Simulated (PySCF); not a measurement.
How methods differ on the ionisation energy of V

V [Ar] 3d3 4s2 (4F) → V⁺ [Ar] 3d4 (5D), as a difference of total energies. Computed with PySCF 2.14 in x2c-TZVPPall, with scalar relativity by spin-free X2C-1e. Correlated levels: valence and next inner shell: [Ne] frozen. The calculations carry no spin-orbit coupling.

```json
{"method": "UHF", "ionisation energy (eV)": "6.167"}
{"method": "MP2 (valence and next inner shell)", "ionisation energy (eV)": "6.324"}
{"method": "SCS-MP2 (valence and next inner shell)", "ionisation energy (eV)": "6.768"}
{"method": "CCSD (valence and next inner shell)", "ionisation energy (eV)": "6.708"}
{"method": "CCSD(T) (valence and next inner shell)", "ionisation energy (eV)": "6.799"}
```

Q: How much does correlation contribute at CCSD(T) (valence and next inner shell)?

A: 6.799 − (6.167) = 0.632 eV, measured against UHF.

Errors of the correlated levels include the incompleteness of this basis and the frozen core.

For comparison: 6.732 eV (measured; NIST levels, between the centres of gravity of the two terms).
